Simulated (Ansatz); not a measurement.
This Ansatz (a program for electronic structure) input (r2SCAN/6-31+G*) gives -167.92283 Eh with 57 basis functions. A basis named .json is the Basis Set Exchange file of that set (core-valence sets with the plain set on hydrogen).

Ansatz 0.2 input:
```yaml
crystal:
  periodic: [false, false, false]
  atoms:
    - {symbol: N, position_ang: [-0.00000000, -0.00000000, -1.26217169]}
    - {symbol: C, position_ang: [-0.00000000, -0.00000000, -0.04055002]}
    - {symbol: O, position_ang: [0.00000000, 0.00000000, 1.13481274]}
basis:
  gaussian:
    orbitals: 6-31+G_.json
hamiltonian:
  xc: {name: r2SCAN}
magnetization: {spin_polarized: true, initial_magnetization: 1}
```

Change:
```diff
- orbitals: 6-31+G_.json
+ orbitals: 6-31G__.json
```

Q: What does the run give now?

A: -167.91718 Eh (r2SCAN/6-31G**, 45 functions), a change of +5.65 mEh.
